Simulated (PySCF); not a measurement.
Question: Give a PBE0-D3(BJ)/def2-SVP geometry of `C#CC1=C(C#CC=C)C(=O)OC1=O`.

Answer: 
```
atom  x, y, z in Å
C1    -3.2027    0.4850    0.0530
C2    -2.3247   -0.3521    0.0142
C3    -1.3152   -1.3292   -0.0302
C4     0.0380   -1.1843    0.0686
C5     0.8082   -0.0305    0.2380
C6     1.4879    0.9727    0.3851
C7     2.2946    2.1229    0.5511
C8     1.8062    3.3712    0.6472
C9     0.6388   -2.5538   -0.0402
O10    1.7798   -2.8784   -0.0055
O11   -0.3907   -3.4458   -0.1978
C12   -1.5977   -2.7853   -0.2061
O13   -2.6371   -3.3437   -0.3362
H14   -3.9853    1.2215    0.0885
H15    3.3764    1.9524    0.5983
H16    2.4759    4.2248    0.7731
H17    0.7318    3.5662    0.6023
```

Orientation and origin are arbitrary. Atoms count from 1 in this order. The 13 heavy atoms lie in one plane (0.005 Å rms). The 4 C–O bonds span 1.187 Å (C9=O10, drawn double) to 1.376 Å (O11–C12, drawn single), a spread of 0.189 Å. The 9 C–C bonds span 1.214 Å (C1≡C2, drawn triple) to 1.499 Å (C4–C9, drawn single), a spread of 0.285 Å. The 5-membered ring C3–C4–C9–O11–C12 has internal angles of 107.2° to 110.3° (sum 540°, against 540° for a flat polygon); it is planar, 0.00 Å rms from its mean plane, widest ring torsion 0°.

Bonds between heavy atoms (Å): C1≡C2 1.214, C2–C3 1.406, C3=C4 1.365, C4–C5 1.398, C5≡C6 1.221, C6–C7 1.415, C7=C8 1.344, C4–C9 1.499, C9=O10 1.187, C9–O11 1.371, O11–C12 1.376, C12=O13 1.187, C3–C12 1.494.

The calculation used PBE0-D3(BJ)/def2-SVP geometry optimisation, gas phase (PySCF 2.14.0).

Point group: Cs (every atom within 0.08 Å of its image). Whether it is a minimum is left open (no frequencies).
